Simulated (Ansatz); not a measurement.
## Interaction energy ladder

The pair of HBr (SMILES Br, atoms 1–2) and N₂ (SMILES N#N, atoms 3–4), both closed shells, in one local arrangement (a lower one may exist), relaxed at PBE0-D4/def2-TZVP:

Br1  (0.008, 0.061, -2.551)
H2  (-0.002, 0.045, -1.129)
N3  (-0.003, -0.034, 1.296)
N4  (-0.003, -0.071, 2.384)
(Å)

Ansatz 0.2.0; basis: def2-TZVPPD, with def2-QZVPPD for the basis limit; cores frozen in the correlated methods. Filled d shells of the heavier atoms are correlated. The def2 sets are not built for correlating such inner shells, so the correlated values are less sure here. B3LYP uses VWN-RPA correlation. Extrapolation: Hartree–Fock as exp(−7.88 √X), correlation as X^−2.97. Interaction energies count from these two fragments, frozen as in the pair, with the counterpoise correction; negative means bound.

(1) What is the interaction energy by CCSD(T) at an estimated basis limit (MP2 extrapolated from triple and quadruple zeta, plus CCSD(T) − MP2 in triple zeta)? (Judge from chemistry; the value comes from the calculation.)

(2) Which atoms make the shortest contact between the fragments?

T1 diagnostic: at most 0.014.

## Answers

(1) The calculation gives: -1.10 kcal/mol. Hartree–Fock alone gives 0.14 kcal/mol at the basis limit, so without correlation the pair would not bind at this distance. It counts from the two fragments frozen as in the pair.

The same quantity by other methods in triple zeta, and each one's difference from that estimate:
```json
{"method": "PBE-D4", "E_int (kcal/mol)": "-1.34", "difference": "-0.24"}
{"method": "revPBE-D4", "E_int (kcal/mol)": "-1.03", "difference": "0.08"}
{"method": "BLYP-D4", "E_int (kcal/mol)": "-0.99", "difference": "0.11"}
{"method": "r2SCAN-D4", "E_int (kcal/mol)": "-0.82", "difference": "0.29"}
{"method": "B97M-V", "E_int (kcal/mol)": "-1.09", "difference": "0.01"}
{"method": "PBE0-D4", "E_int (kcal/mol)": "-1.16", "difference": "-0.06"}
{"method": "B3LYP-D4", "E_int (kcal/mol)": "-1.04", "difference": "0.06"}
{"method": "HSE06-D4", "E_int (kcal/mol)": "-1.18", "difference": "-0.07"}
{"method": "wB97X-V", "E_int (kcal/mol)": "-0.97", "difference": "0.14"}
{"method": "wB97M-V", "E_int (kcal/mol)": "-0.90", "difference": "0.21"}
{"method": "B2PLYP", "E_int (kcal/mol)": "-0.77", "difference": "0.34"}
{"method": "HF", "E_int (kcal/mol)": "0.14", "difference": "1.24"}
{"method": "MP2", "E_int (kcal/mol)": "-1.20", "difference": "-0.10"}
{"method": "CCSD", "E_int (kcal/mol)": "-0.76", "difference": "0.34"}
{"method": "CCSD(T)", "E_int (kcal/mol)": "-0.94", "difference": "0.17"}
```
Differences are method less estimate.

(2) H2 and N3, 2.43 Å apart.

Basis-set superposition shift (counterpoise-corrected less uncorrected): CCSD(T) 0.55; MP2 0.56; HF 0.09; PBE0-D4 0.11; wB97M-V 0.10 kcal/mol.

For scale, one of the runs: CCSD(T)/def2-TZVPPD, 148 basis functions, launched by `ansatz run in.yaml --threads 2 --pin off --events-out ev --progress --plain --max-ram 5222MiB`. Hardware: 2 CPU threads of an AMD EPYC 9R14, shared host. Wall time 8.5 s; peak host memory 0.72 GiB.
